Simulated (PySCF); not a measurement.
Species: C5H7N3.
Numbering: `[CH2:1]=[CH:2][c:3]1[cH:4][n:5][n:6][n:7]1[CH3:8]` (hydrogens: H9, H10 on C1; H11 on C2; H12 on C4; H13, H14, H15 on C8)

The same species was optimised twice, with GFN2-xTB and with PBE0-D3(BJ)/def2-SVP (PySCF), and the same property calculations (PySCF, gas phase) were run on both structures.

```tsv
coordinate	GFN2-xTB	PBE0-D3(BJ)/def2-SVP	change
C2–C3 (Å)	1.439	1.451	+0.012
N5–N6 (Å)	1.282	1.292	+0.010
C1=C2 (Å)	1.328	1.339	+0.011
C4–N5 (Å)	1.340	1.348	+0.008
N7–C8 (Å)	1.432	1.439	+0.007
N6–N7 (Å)	1.326	1.332	+0.006
C3–C4 (Å)	1.390	1.388	-0.002
C3–N7 (Å)	1.362	1.362	0.000
C1–C2–C3 (°)	124.0	125.2	+1.2
N6–N7–C8 (°)	120.9	119.7	-1.2
C3–N7–N6 (°)	110.2	111.2	+1.0
N5–N6–N7 (°)	109.0	108.0	-1.0
C2–C3–C4 (°)	133.1	133.7	+0.6
C4–C3–N7 (°)	103.0	102.7	-0.3
C3–C4–N5 (°)	108.5	108.8	+0.3
C2–C3–N7 (°)	123.9	123.6	-0.3
C1–C2–C3–C4 (°)	0	1	+1
```

Rotational constants: A = 3612, B = 1965, C = 1283 MHz (GFN2-xTB) against A = 3607, B = 1927, C = 1266 MHz (PBE0-D3(BJ)/def2-SVP). Point groups within 0.08 Å: Cs and Cs. Atoms that the bonding makes alike are paired by their places after alignment.

On the GFN2-xTB structure: lowest singlet, TDDFT (eV) 5.22 [CAM-B3LYP/def2-SVPD]; lowest triplet, Tamm–Dancoff (eV) 3.24 [CAM-B3LYP/def2-SVPD]; isotropic polarisability (au) 81.1 [CAM-B3LYP/def2-SVPD]; HOMO (eV) -8.11 [CAM-B3LYP/def2-SVPD]; LUMO (eV) -0.26 [CAM-B3LYP/def2-SVPD]; dipole (D) 4.76 [CAM-B3LYP/def2-SVPD]; HOMO (eV) -6.86 [PBE0/pcSseg-1]; LUMO (eV) -1.27 [PBE0/pcSseg-1]; dipole (D) 4.69 [PBE0/pcSseg-1]; GIAO shielding of C1 (ppm) 64.0 [PBE0/pcSseg-1]; GIAO shielding of C2 (ppm) 58.9 [PBE0/pcSseg-1]; GIAO shielding of C3 (ppm) 44.8 [PBE0/pcSseg-1]; GIAO shielding of C4 (ppm) 51.8 [PBE0/pcSseg-1]; GIAO shielding of N5 (ppm) -116.6 [PBE0/pcSseg-1]; GIAO shielding of N6 (ppm) -135.6 [PBE0/pcSseg-1]; GIAO shielding of N7 (ppm) 13.5 [PBE0/pcSseg-1]; GIAO shielding of C8 (ppm) 152.3 [PBE0/pcSseg-1].

Question: What do these properties become on the PBE0-D3(BJ)/def2-SVP structure?

Answer: 
```json
{"property": "lowest singlet, TDDFT (eV)", "level": "CAM-B3LYP/def2-SVPD", "on GFN2-xTB": "5.22", "on PBE0-D3(BJ)/def2-SVP": "5.24", "change": "+0.02"}
{"property": "lowest triplet, Tamm–Dancoff (eV)", "level": "CAM-B3LYP/def2-SVPD", "on GFN2-xTB": "3.24", "on PBE0-D3(BJ)/def2-SVP": "3.23", "change": "-0.01"}
{"property": "isotropic polarisability (au)", "level": "CAM-B3LYP/def2-SVPD", "on GFN2-xTB": "81.1", "on PBE0-D3(BJ)/def2-SVP": "82.4", "change": "+1.3"}
{"property": "HOMO (eV)", "level": "CAM-B3LYP/def2-SVPD", "on GFN2-xTB": "-8.11", "on PBE0-D3(BJ)/def2-SVP": "-8.15", "change": "-0.04"}
{"property": "LUMO (eV)", "level": "CAM-B3LYP/def2-SVPD", "on GFN2-xTB": "-0.26", "on PBE0-D3(BJ)/def2-SVP": "-0.30", "change": "-0.04"}
{"property": "dipole (D)", "level": "CAM-B3LYP/def2-SVPD", "on GFN2-xTB": "4.76", "on PBE0-D3(BJ)/def2-SVP": "4.78", "change": "+0.02"}
{"property": "energy, GFN2-xTB geometry as zero (kcal/mol)", "level": "CAM-B3LYP/def2-SVPD", "on GFN2-xTB": "0.0", "on PBE0-D3(BJ)/def2-SVP": "-0.9", "change": "-0.9"}
{"property": "HOMO (eV)", "level": "PBE0/pcSseg-1", "on GFN2-xTB": "-6.86", "on PBE0-D3(BJ)/def2-SVP": "-6.90", "change": "-0.04"}
{"property": "LUMO (eV)", "level": "PBE0/pcSseg-1", "on GFN2-xTB": "-1.27", "on PBE0-D3(BJ)/def2-SVP": "-1.31", "change": "-0.04"}
{"property": "dipole (D)", "level": "PBE0/pcSseg-1", "on GFN2-xTB": "4.69", "on PBE0-D3(BJ)/def2-SVP": "4.72", "change": "+0.03"}
{"property": "energy, GFN2-xTB geometry as zero (kcal/mol)", "level": "PBE0/pcSseg-1", "on GFN2-xTB": "0.0", "on PBE0-D3(BJ)/def2-SVP": "-0.7", "change": "-0.7"}
{"property": "GIAO shielding of C1 (ppm)", "level": "PBE0/pcSseg-1", "on GFN2-xTB": "64.0", "on PBE0-D3(BJ)/def2-SVP": "60.7", "change": "-3.3"}
{"property": "GIAO shielding of C2 (ppm)", "level": "PBE0/pcSseg-1", "on GFN2-xTB": "58.9", "on PBE0-D3(BJ)/def2-SVP": "56.5", "change": "-2.4"}
{"property": "GIAO shielding of C3 (ppm)", "level": "PBE0/pcSseg-1", "on GFN2-xTB": "44.8", "on PBE0-D3(BJ)/def2-SVP": "45.6", "change": "+0.8"}
{"property": "GIAO shielding of C4 (ppm)", "level": "PBE0/pcSseg-1", "on GFN2-xTB": "51.8", "on PBE0-D3(BJ)/def2-SVP": "50.0", "change": "-1.8"}
{"property": "GIAO shielding of N5 (ppm)", "level": "PBE0/pcSseg-1", "on GFN2-xTB": "-116.6", "on PBE0-D3(BJ)/def2-SVP": "-124.8", "change": "-8.2"}
{"property": "GIAO shielding of N6 (ppm)", "level": "PBE0/pcSseg-1", "on GFN2-xTB": "-135.6", "on PBE0-D3(BJ)/def2-SVP": "-139.6", "change": "-4.0"}
{"property": "GIAO shielding of N7 (ppm)", "level": "PBE0/pcSseg-1", "on GFN2-xTB": "13.5", "on PBE0-D3(BJ)/def2-SVP": "10.5", "change": "-3.0"}
{"property": "GIAO shielding of C8 (ppm)", "level": "PBE0/pcSseg-1", "on GFN2-xTB": "152.3", "on PBE0-D3(BJ)/def2-SVP": "150.3", "change": "-2.0"}
```

The heavy atoms differ by 0.019 Å rms after alignment. Among bonds between heavy atoms C1=C2 and C2–C3 change most and about equally (+0.011 to +0.012 Å). Changes are differences of the printed values. Neither structure is proved a minimum here.

Conformer computed: `[CH2:1]=[CH:2][c:3]1[cH:4][n:5][n:6][n:7]1[CH3:8]`: C1–C2–C3–C4 1°.
